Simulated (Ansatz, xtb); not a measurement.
# Relative energy of two isomers of C3H11NSi3

We compare a, `C#C[SiH2]N([SiH3])[SiH2]C`, a singlet, with b, `C=C1C[SiH2]N([SiH3])[SiH2]1`, a singlet. Both are isolated molecules in the gas phase, relaxed with PBE-D3(BJ)/def2-SVP; the shapes shown needn't be the lowest conformers.

a (Å):

```yaml
atoms:
  - { symbol: C, position_ang: [-3.3533, 0.7414, 1.2206] }
  - { symbol: C, position_ang: [-2.7600, -0.0192, 0.4585] }
  - { symbol: C, position_ang: [0.2091, 2.5023, -0.5263] }
  - { symbol: N, position_ang: [-0.2503, -0.4462, -1.0603] }
  - { symbol: Si, position_ang: [-1.8343, -1.1187, -0.6982] }
  - { symbol: Si, position_ang: [1.2079, -1.2596, -0.4854] }
  - { symbol: Si, position_ang: [-0.1548, 1.1672, -1.8017] }
  - { symbol: H, position_ang: [-3.8797, 1.4056, 1.8941] }
  - { symbol: H, position_ang: [-1.6275, -2.4539, -0.0393] }
  - { symbol: H, position_ang: [-2.6663, -1.2790, -1.9381] }
  - { symbol: H, position_ang: [2.3865, -0.4525, -0.9592] }
  - { symbol: H, position_ang: [1.2566, -1.3493, 1.0181] }
  - { symbol: H, position_ang: [1.3066, -2.6580, -1.0343] }
  - { symbol: H, position_ang: [-1.4941, 1.4090, -2.4478] }
  - { symbol: H, position_ang: [0.9120, 1.1562, -2.8646] }
  - { symbol: H, position_ang: [1.1867, 2.3221, -0.0343] }
  - { symbol: H, position_ang: [-0.5790, 2.5019, 0.2536] }
  - { symbol: H, position_ang: [0.2415, 3.5062, -0.9973] }
```

b (Å):

```xyz
18

C    -1.9879    2.4350    2.1255
C    -1.2435    1.7781    1.2106
C    -0.5835    2.4293    0.0129
N    -0.9614   -0.2957   -0.6339
Si   -0.9812    1.2778   -1.4557
Si   -0.8808   -1.8545   -1.4468
Si   -1.0894   -0.1063    1.1278
H    -2.5005    1.9051    2.9456
H    -2.1192    3.5316    2.0893
H     0.5253    2.4198    0.1220
H    -0.8998    3.4830   -0.1341
H    -2.3230    1.6038   -2.0619
H     0.0484    1.3121   -2.5542
H    -0.2230   -2.8469   -0.5250
H    -0.0739   -1.7186   -2.7104
H    -2.2410   -2.3895   -1.8160
H    -2.2897   -0.7956    1.7233
H     0.1378   -0.6605    1.8084
```

Which of the two would you expect CCSD(T)/def2-SVP + ΔMP2/def2-TZVPP electronic energies to favour?

Structure b; the calculation gives E(b) − E(a) = −19.7 kcal/mol.

Level by level:

| level | geometry | E(b) − E(a) (kcal/mol) | departure from the last row (kcal/mol) | job, with rough time for the two |
| --- | --- | --- | --- | --- |
| GFN2-xTB | GFN2-xTB | −30.5 | −10.9 | optimisation, 0.59 s |
| HF/STO-3G | GFN2-xTB | −30.9 | −11.2 | single point, 0.36 s |
| r2SCAN-D4/def2-SVP | GFN2-xTB | −26.3 | −6.6 | single point, 2.4 s |
| PBE-D3(BJ)/def2-SVP | PBE-D3(BJ)/def2-SVP | −28.4 | −8.7 | optimisation, 28 s |
| HF/def2-SVP | PBE-D3(BJ)/def2-SVP | −20.0 | −0.3 | part of the CCSD(T) run |
| MP2/def2-SVP | PBE-D3(BJ)/def2-SVP | −20.8 | −1.1 | part of the CCSD(T) run |
| CCSD(T)/def2-SVP | PBE-D3(BJ)/def2-SVP | −22.1 | −2.4 | single point |
| CCSD(T)/def2-SVP + ΔMP2/def2-TZVPP | PBE-D3(BJ)/def2-SVP | −19.7 |  | single point, 40 s |

As drawn, b has 1 C=C, 1 C–C in place of 1 C≡C. Structure a has no ring, b a 5-membered ring.

None of the levels shown reverses the order. The largest departure from CCSD(T)/def2-SVP + ΔMP2/def2-TZVPP is that of HF/STO-3G, 11.2 kcal/mol. The last row adds to CCSD(T) the change of the MP2 difference between the two basis sets, here +2.4 kcal/mol.

With thermal terms from frequencies at re-optimised GFN2-xTB minima (ideal gas, soft modes damped towards free rotors, one conformer each, 298.15 K, 1 atm): the zero-point term adds +2.2 kcal/mol; ΔH is −18.7 and ΔG −15.7 kcal/mol.

The correlated steps freeze 19 core orbitals. Run with Ansatz 0.2.0, xtb 6.7.1; the last row on 4 threads of Intel(R) Xeon(R) 6975P-C (Granite Rapids) on a shared host.
